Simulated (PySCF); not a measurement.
# Radial density of Ge⁺ (germanium, charge +1)

HSE06, [Ar] 3d10 4s1 4p1 4d1, one real determinant (an excited configuration). All numbers are calculated (PySCF 2.14, scalar relativity through the core potential, in aug-cc-pwCVDZ-PP with ECP10MDF (6s5p4d1f, 48 functions)). This is the valence pseudo-density: the core potential removes the inner electrons and smooths the orbitals near the nucleus.

```tsv
r (bohr)	4πr²ρ (e/bohr)	4πr²(ρα − ρβ)
0.00111	1.163e-05	0.0000
0.00186	3.279e-05	0.0000
0.00313	9.173e-05	0.0000
0.00527	0.0002516	0.0000
0.00886	0.0006552	0.0000
0.0149	0.001516	0.0001
0.0251	0.003048	0.0002
0.0422	0.008474	0.0003
0.0709	0.06548	0.0003
0.119	0.6418	-0.0005
0.201	4.171	0.0032
0.338	17.41	0.1072
0.568	28.19	0.1256
0.955	10.77	0.1434
1.61	2.134	1.1253
2.70	0.8967	0.8694
4.55	0.2783	0.2782
7.65	0.01245	0.0125
```

⟨L²⟩ = 8.00 against 12 for a pure F term, so this real determinant mixes terms. Energies and moments cover only the electrons outside the core potential. The outer electron is Rydberg-like, and this basis confines it to a smaller radius and binds it less than a complete one would.
